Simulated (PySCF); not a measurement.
# Predicted spectroscopic data

[PySCF 2.14.0 with density-fitted response routines: geometry from GFN2-xTB; NMR shieldings at PBE0/pcSseg-1/GIAO; fast rotation and ring inversion assumed for equivalent nuclei; non-relativistic; no solvent model; one computed conformer]

Scale: $^{1}$H (σ = 31.72 ppm), $^{13}$C (σ = 186.93 ppm) against TMS (reference shieldings calculated alike). Splittings of carbon signals by F and P are missing where no couplings were computed. Where no couplings were computed, multiplicities follow the n + 1 count of equivalent neighbours, and m marks all less simple cases (inequivalent or close neighbours, rings, F or P nearby). Shifts are as computed. Against solution values, carbons near 30 ppm lie about +3 ppm off and those near 130 ppm about +5 ppm. Of 1211 compounds with measured shifts, 218 miss one by over three times the rms of a fit or turn the order of signals round; such compounds aren't used in these exercises.

**1.** SMILES P1=CC(C=O)=CC=C1, C₆H₅OP. $^{1}$H NMR (400 MHz, computed): δ 10.23 (m, 1H), 9.57 (m, 1H), 9.52 (m, 1H), 8.70 (m, 1H), 8.46 (m, 1H). $^{13}$C{$^{1}$H} NMR (computed): δ 198.0, 172.3, 171.4, 142.8, 139.8, 134.5.

**2.** SMILES O=C(C)c1cn(C)nc1F, C₆H₇FN₂O. $^{1}$H NMR (400 MHz, computed): δ 7.64 (m, 1H), 3.86 (s, 3H), 2.49 (s, 3H). $^{13}$C{$^{1}$H} NMR (computed): δ 193.3 (C), 170.9 (C), 138.5 (CH), 114.6 (C), 40.6 (CH3), 32.3 (CH3).
